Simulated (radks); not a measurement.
Removal energies from neutral promethium, [Xe] 4f(5/2: 5, 7/2: 0) 6s2, by Delta-SCF beside the eigenvalue of the level emptied. Method: Dirac Kohn-Sham, PBE, spin-unpolarised, spherical densities, finite nucleus; Fermi nuclear charge, rms radius of each element as measured or else 0.836 A^(1/3) + 0.57 fm; computed with a radial shooting solver on a logarithmic mesh with Libxc functionals. Sub-shells are occupied by j as written (lower j first in brackets).

removed from                                      final configuration  Delta-SCF (eV)  -eigenvalue (eV)
6s1/2                                     [Xe] 4f(5/2: 5, 7/2: 0) 6s1           5.868             3.537
4f5/2                                     [Xe] 4f(5/2: 4, 7/2: 0) 6s2           8.812             2.244
5p3/2         [Kr] 4d10 4f(5/2: 5, 7/2: 0) 5s2 5p(1/2: 2, 3/2: 3) 6s2          26.448            21.638
5p1/2         [Kr] 4d10 4f(5/2: 5, 7/2: 0) 5s2 5p(1/2: 1, 3/2: 4) 6s2          29.886            24.897
